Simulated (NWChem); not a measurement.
System: C3H7Cl; SMILES CC(C)Cl

Computed with NWChem. The geometry was optimised at PBE0/def2-SVP. Level: M06-2X/def2-SVP with COSMO at NWChem's default radii, gas-phase geometry; rows give the dielectric constant.

```json
[
 {"dielectric constant": "1.5", "electrostatic solvation energy (kcal/mol)": "-0.8", "dipole in solution (D)": "2.26"},
 {"dielectric constant": "4.8", "electrostatic solvation energy (kcal/mol)": "-2.0", "dipole in solution (D)": "2.57"},
 {"dielectric constant": "11.7", "electrostatic solvation energy (kcal/mol)": "-2.4", "dipole in solution (D)": "2.67"},
 {"dielectric constant": "25.0", "electrostatic solvation energy (kcal/mol)": "-2.5", "dipole in solution (D)": "2.71"},
 {"dielectric constant": "46.7", "electrostatic solvation energy (kcal/mol)": "-2.6", "dipole in solution (D)": "2.72"}
]
```
